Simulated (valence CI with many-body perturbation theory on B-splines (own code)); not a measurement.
# A CI+MBPT run for Sm XXI

Computed by configuration interaction combined with many-body perturbation theory (CI+MBPT): six valence electrons over a frozen Dirac-Fock core [Kr], a basis of 7 s, 7 p, 8 d, 6 f, 4 g, 1 h functions for each j, with the one-electron correlation potential Σ1 (screened to all orders), the two-electron term Σ2, the three-electron term Σ3, Breit, model QED; selected single and double excitations, second order for the rest, scaled by the run's own slope (own B-spline code, finite nucleus).

Command, and the settings that its task file holds:

```sh
python run_cv.py task.json out
```

```
atom Sm  Z=62  mass_number=152  rms_radius_fm=5.0819
core [Kr]
valence 4d6
avg = 1
basis = M
breit = 1
cap = 60000
capref = 1200
cscale = 1
de = 0.0
dress = 0
eps = 2e-08
extrap = 1
h = 0.27
hh = 1
l2 = 3
lcore = 6
maxit = 60
n2 = 5
natural = 1
nlev = 35
nno = [4, 4, 5, 4, 3, 1]
nroot = 26
nsp = [3, 3, 3, 2, 1, 0]
pt2 = 1
qed = 1
rpa = 1
s1 = 1
s2 = 1
s3 = 1
screen = 1
tol = 2e-05
whole = 1
```

It took 26 min on 1 thread of Intel(R) Xeon(R) Processor @ 2.30GHz (shared host).

Log. The first blocks belong to the next ion, which gives the ionisation energy. Fields: 2J, parity (1 odd), roots, reference size, generating configurations, candidates as configurations/state functions, variational space P, stored matrix elements, Davidson steps; e2 is the range of second-order energies in hartree. The first line gives the box (bohr), its intervals, the orbitals and the steps of their self-consistent field. Window is the range of levels sought, series limit the energy at which the first omitted orbital would enter, core excitation an estimate of the first excitation out of the core, left out the lowest levels not solved, and shifts from estimates the range by which levels moved from their first estimate, all in cm⁻¹.

```
rmax 7.1 intervals 60 orbitals 59 references ['4d6', '4d5 4f', '4d5 5s', '4d5 5p'] scf 6 t 2.1
2J=5 par=0 roots 2 ref 10 generators 5 cand 383/5692 P 388/5702 nnz 7.5e+06 it 6
2J=5 par=0 roots 2 ref 10 generators 15 cand 1706/24268 P 2094/29970 nnz 1.5e+08 it 8
   second order: generators 25 cand 18587/610720 e2 -0.00067 -0.00050
reference levels 524, estimated 34, window 264104 1/cm; series limit 3460719, core excitation 870821
2J=8 par=0 roots 7 ref 19 generators 14 cand 413/9441 P 548/11409 nnz 2.7e+07 it 7
2J=8 par=0 roots 7 ref 19 generators 16 cand 1130/20981 P 1678/32390 nnz 1.9e+08 it 8
   second order: generators 37 cand 46517/4214219 e2 -0.00388 -0.00282
2J=4 par=0 roots 8 ref 25 generators 14 cand 519/9585 P 691/11982 nnz 2.7e+07 it 7
2J=4 par=0 roots 8 ref 25 generators 17 cand 1341/22749 P 2032/34731 nnz 2e+08 it 8
   second order: generators 40 cand 51384/3840555 e2 -0.00317 -0.00213
2J=6 par=0 roots 6 ref 23 generators 10 cand 399/9317 P 549/11785 nnz 2.9e+07 it 7
2J=6 par=0 roots 6 ref 23 generators 12 cand 1136/21035 P 1685/32820 nnz 2e+08 it 8
   second order: generators 34 cand 48255/4507138 e2 -0.00366 -0.00257
2J=0 par=0 roots 5 ref 9 generators 14 cand 1940/9463 P 2432/11954 nnz 2.1e+07 it 10
2J=0 par=0 roots 5 ref 9 generators 16 cand 2146/27162 P 4578/39116 nnz 1.1e+08 it 9
   second order: generators 40 cand 46711/819075 e2 -0.00049 -0.00021
2J=2 par=0 roots 4 ref 15 generators 10 cand 775/9549 P 992/12022 nnz 2.7e+07 it 7
2J=2 par=0 roots 4 ref 15 generators 12 cand 1787/23297 P 2779/35319 nnz 1.9e+08 it 8
   second order: generators 29 cand 45786/2414679 e2 -0.00099 -0.00075
2J=10 par=0 roots 2 ref 10 generators 7 cand 473/10092 P 614/12031 nnz 3e+07 it 5
2J=10 par=0 roots 2 ref 10 generators 9 cand 1187/20580 P 1801/32611 nnz 2e+08 it 6
   second order: generators 23 cand 40089/3538033 e2 -0.00255 -0.00255
2J=12 par=0 roots 2 ref 6 generators 7 cand 588/9811 P 764/11759 nnz 2.9e+07 it 5
2J=12 par=0 roots 2 ref 6 generators 9 cand 1374/20950 P 2138/32709 nnz 2e+08 it 6
   second order: generators 22 cand 38708/3090732 e2 -0.00178 -0.00167
left out: unestimated 1017623, estimated none, shifts from estimates -526 to 111
operators 4.0
```

The Davidson iterations converged.

No measured levels were compared; by estimate terms of the open shell hold to 2 to 4 % of their energy, and close levels can change places. Core correlation moves these levels by up to 9800 cm⁻¹, and in measured spectra 5 to 20 % of such shifts remained as error; rates that hang on mixing are uncertain with them. Among the levels kept, up to 1000 cm⁻¹ of a level comes from second order outside the variational space, and about a tenth of that is noise between levels of different J, which matters for small intervals. Only levels of the ground parity were solved; by the run's estimate the other parity begins above the list, which can be wrong where configurations are misplaced.

| Property | Result |
| --- | --- |
| Valence energy | -159.1973 hartree |
| Ionisation energy | 618.99 eV (NIST: 617 ± 4 eV (theoretical)) |
| Reference configurations for the orbitals | 4d6, 4d5 4f, 4d5 5s, 4d5 5p |
| Radial orbitals | 59 |
| Box radius | 7.111 bohr |
| Largest variational space | 39116 |
| Lowest levels | (4d3/2^4 4d5/2^2) J=4 0.0, (4d3/2^4 4d5/2^2) J=2 15480, (4d3/2^3 4d5/2^3) J=3 [a] 32216, (4d3/2^4 4d5/2^2) J=0 36592, (4d3/2^3 4d5/2^3) J=1 [a] 41541, (4d3/2^3 4d5/2^3) J=4 [a] 46855, (4d3/2^3 4d5/2^3) J=5 60967, (4d3/2^3 4d5/2^3) J=6 61968, (4d3/2^3 4d5/2^3) J=2 [a] 71172, (4d3/2^3 4d5/2^3) J=3 [b] 73340, (4d3/2^2 4d5/2^4) J=2 [a] 80499, (4d3/2^3 4d5/2^3) J=1 [b] 93910, (4d3/2^3 4d5/2^3) J=4 [b] 94542, (4d3/2^2 4d5/2^4) J=0 [a] 96915 cm⁻¹ |

Levels are named by their leading jj configuration (3d3/2^4 stands for four electrons in 3d with j = 3/2), which in mixed levels can hold well under half, so a name can repeat and another be missing. Letters in brackets count levels of one name in rising energy.
